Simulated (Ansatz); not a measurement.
A structure relaxed at PBE0-D4/def2-TZVP, charge 0, multiplicity 1:

| atom | x (Å) | y (Å) | z (Å) |
| --- | --- | --- | --- |
| C1 | 1.5432 | 0.8263 | -0.3070 |
| O2 | 0.8301 | -0.3707 | -0.1330 |
| Sn3 | -0.9818 | -0.3092 | 0.6264 |
| S4 | -2.0181 | -2.3541 | -0.0233 |
| H5 | 2.4240 | 0.6146 | -0.9206 |
| H6 | 1.8935 | 1.2473 | 0.6459 |
| H7 | 0.9581 | 1.6019 | -0.8233 |
| H8 | -1.7261 | 1.0644 | -0.0679 |
| H9 | -0.8950 | -0.2974 | 2.3283 |
| H10 | -2.0279 | -2.0231 | -1.3256 |

Q: Give its formula and SMILES.

A: CH6OSSn, `C[O][SnH2][SH]`.

Q: Summarise the bond lengths by kind.

A: 1 × C–O 1.404 Å; 3 × C–H 1.094 to 1.100 Å; 1 × O–Sn 1.966 Å; 1 × S–Sn 2.383 Å; 2 × H–Sn 1.704 to 1.710 Å; 1 × H–S 1.344 Å.

Program: Ansatz 0.2.0.
